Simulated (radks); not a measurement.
Gd49+, configuration [Ne] 3s2 3p3. Calculated with a radial shooting solver on a logarithmic mesh with Libxc functionals: Dirac Kohn-Sham, relativistic LDA (MacDonald-Vosko exchange, VWN5 correlation), spin-unpolarised, spherical densities, finite nucleus; open shells fill j = l - 1/2 first; Fermi nuclear charge, rms radius 5.1569 fm.

Spin-orbit splittings of the eigenvalues, e(l+1/2) - e(l-1/2), with zeta = 2 splitting/(2l+1) and mean radii in bohr:

| shell | occ. | splitting (eV) | zeta (eV) | <r> j=l-1/2 | <r> j=l+1/2 |
|---|---|---|---|---|---|
| 2p | 6 | 705.6 | 470.4 | 0.07665 | 0.08320 |
| 3p | 3 | ? | ? | 0.2105 | 0.2203 |

Estimate the 3p splitting.

Answer. 182.3 eV (zeta = 121.5 eV).
